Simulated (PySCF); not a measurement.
A structure optimised at TPSSh-D3(BJ)/def2-TZVP, used in a PySCF frequency run:

```xyz
10

C      1.2870     0.3183     0.1298
C      0.0936    -0.4261    -0.3566
C     -1.2236     0.0951     0.2242
H      2.2778    -0.1174     0.0779
H      1.2083     1.3635     0.4088
H      0.0403    -0.3695    -1.4574
H      0.2055    -1.4935    -0.1320
H     -1.2343    -0.0031     1.3125
H     -2.0776    -0.4561    -0.1767
H     -1.3616     1.1526    -0.0177
```
Charge 0, spin multiplicity 2.

Write its SMILES and formula.

[CH2]CC, C3H7

What are its rotational constants (standard atomic weights)?

32.827, 8.9905, 7.7938 GHz
